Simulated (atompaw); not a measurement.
**hydrogen (H): one change to a PAW (atompaw) potential, before and after**

```
Element                 : hydrogen (H)
Generator               : atompaw 4.2.0.5
Type                    : PAW
Functional              : PBE
Relativity              : scalar-relativistic
Frozen core             : none
Valence charge          : 1
Reference configuration : 1s1
Partial waves           : 1s (bound): rc 1.40 bohr; 1s channel at 0.55 Ry: rc 1.40 bohr; 2p channel at 0.1 Ry: rc 1.10 bohr
Local potential         : troulliermartins scheme with l = 2 at -0.5 Ry, radius 0.95 bohr
Core correction         : none
Augmentation charge     : sinc compensation charge, radius 1.20 bohr; PAW radius 1.40 bohr; waves and projectors: custom polynom vanderbiltortho
```

Change: augmentation sinc compensation charge, radius 1.20 bohr; PAW radius 1.40 bohr; waves and projectors: custom polynom2 7 10 vanderbiltortho.

Cutoffs: the cutoffs (Ry, on a coarse ladder) from which the occupation-weighted sum of valence levels, in a spherical-Bessel basis at the reference potential, stays within 10 and 1 mRy of its value at 400 Ry; they do not see the model core or the augmentation charge, which bear on the density cutoff.

What does the change do?

The potential gets softer (12 Ry and 18 Ry → 10 Ry and 15 Ry); the range in which the p phases agree narrows (upper end at the end of the scan → 2.3); neither file shows a bound ghost.

```tsv
quantity	base	changed
cutoff, loose	12 Ry	10 Ry
cutoff, tight	18 Ry	15 Ry
bound ghosts	none	none
s: phases at 1.40 bohr within 0.05 rad from the reference energy up to (Ry; the scan ends near 5)	to the end of the scan	to the end of the scan
p: phases at 1.40 bohr within 0.05 rad from the reference energy up to (Ry; the scan ends near 5)	to the end of the scan	2.3
lowest overlap eigenvalue by channel	s 0.98, p 1.00	s 0.97, p 1.00
```

 The cutoffs see the waves, projectors and local potential, not the compensation charge or the core.
